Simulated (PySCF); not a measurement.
## UHF on Ag²⁺ (silver, charge +2)

Configuration: [Kr] 4d8 5s1, 5s spin antiparallel (an excited configuration). Calculation: PySCF 2.14, in x2c-TZVPPall; scalar relativity by spin-free X2C-1e.

```json
{
 "Total energy": "-5311.560411 hartree",
 "One-electron energy": "-7282.0167 hartree",
 "Hartree (Coulomb) energy": "2117.8651 hartree",
 "Exchange energy": "-147.4087 hartree",
 "⟨S²⟩": "1.7547",
 "⟨L²⟩": "12.044",
 "Sum of ⟨r⟩": "27.83 bohr",
 "Sum of ⟨r²⟩": "33.87 bohr²",
 "Langevin diamagnetic susceptibility": "-26.8 ×10⁻⁶ cm³/mol"
}
```

| shell | electrons | mean orbital energy (hartree) | spread (hartree) | rms radius, mean of both spins (bohr) |
| --- | --- | --- | --- | --- |
| 1s β | 1 | -943.48137 | 0 | 0.0357 |
| 1s α | 1 | -943.47832 | 0 | 0.0357 |
| 2s α | 1 | -142.99802 | 0 | 0.146 |
| 2s β | 1 | -142.97289 | 0 | 0.146 |
| 2p α | 3 | -128.18351 | 0 | 0.130 |
| 2p β | 3 | -128.15601 | 0 | 0.130 |
| 3s α | 1 | -28.44428 | 0 | 0.392 |
| 3s β | 1 | -28.43630 | 0 | 0.392 |
| 3p α | 3 | -23.44968 | 0 | 0.394 |
| 3p β | 3 | -23.43440 | 0 | 0.394 |
| 3d α | 5 | -15.56533 | 0.01387 | 0.376 |
| 3d β | 5 | -15.52718 | 0.05223 | 0.376 |
| 4s α | 1 | -5.37385 | 0 | 0.970 |
| 4s β | 1 | -5.23616 | 0 | 0.970 |
| 4p α | 3 | -3.84047 | 0 | 1.06 |
| 4p β | 3 | -3.65599 | 0 | 1.06 |
| 4d α | 5 | -1.54082 | 0.04802 | 1.36 |
| 4d β | 3 | -1.47809 | 0 | 1.36 |
| 5s β | 1 | -0.92161 | 0 | 2.75 |

With the s spin flipped the determinant is a mixture of two multiplicities, not a spectroscopic state.

Densities and radii are taken from the X2C orbitals without a picture-change correction, which distorts them close to the nucleus.

Spin-orbit constants ζ (cm⁻¹) from the X2C one-electron operator on these orbitals: bare nucleus, nucleus screened by l(l+1)(2l+1)/3 electrons, and screened by the Breit-Pauli mean field of the electrons.

```csv
shell,bare,screened nucleus,mean field
2p,944000,903800,886100
3p,168900,161700,158000
3d,24900,19600,18760
4p,26500,25370,24730
4d,2610,2055,1918
```
